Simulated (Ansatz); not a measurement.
Gas-phase electronic energies from Ansatz, PBE0-D4/def2-TZVP geometries. CCSD(T)/CBS is the MP2 limit (def2-TZVPP, def2-QZVPP) plus CCSD(T) − MP2 in def2-TZVPP, frozen cores. This one scheme is used for every species. Functionals use def2-TZVPP. Elements past krypton have def2 core potentials. For In outer-core shells are correlated without core-valence functions, which leaves a few kJ/mol of doubt a bond. Each species was taken in one conformer, which may not be the lowest.

Reaction (ligand exchange at the In–C bond): `C[CH2][In]([F])[CH2]C` + H–F → `C[CH2][In]([F])[F]` + `CC`

(1) Is it downhill or uphill in electronic energy at CCSD(T)/CBS, and by how much? (Estimate.)

(2) What do these levels give: ωB97M-V, revPBE, BLYP, PBE0, r2SCAN0, RPA@PBE/def2-TZVPP, MP2/def2-SVP, HF/def2-TZVPP, MP2/def2-TZVPP, CCSD/def2-TZVPP, CCSD(T)/def2-TZVPP, CCSD/CBS(def2)? (Estimate.)

Largest T1 diagnostic among the species: 0.015.

## Answers

(1) The calculation gave: Downhill: ΔE = -81.5 kJ/mol.

(2) Computed: ωB97M-V -90.9, revPBE -99.4, BLYP -108.8, PBE0 -90.3, r2SCAN0 -92.3, RPA@PBE/def2-TZVPP -80.3, MP2/def2-SVP -105.2, HF/def2-TZVPP -118.3, MP2/def2-TZVPP -74.7, CCSD/def2-TZVPP -83.5, CCSD(T)/def2-TZVPP -80.4, CCSD/CBS(def2) -84.6 kJ/mol.

From PBE to PBE0 (25 % exact exchange), in def2-TZVPP and without D4, ΔE moves by +3.2 kJ/mol. Leaving LDA and LC-ωPBE aside and taking each functional with its dispersion term where it has one, the values, not all of them listed here, spread over 21.8 kJ/mol, from B97M-V to HSE06-D4. LDA lies +19.1 kJ/mol from PBE without D4. The D4 term adds +9.0 kJ/mol with B3LYP and +5.0 kJ/mol with PBE0; it sums over pairs of atoms, weighted by their polarisabilities, and B3LYP, whose exchange is more repulsive, gets the larger term.

B3LYP here is the variant with VWN-RPA as its local correlation; programs differ in this.
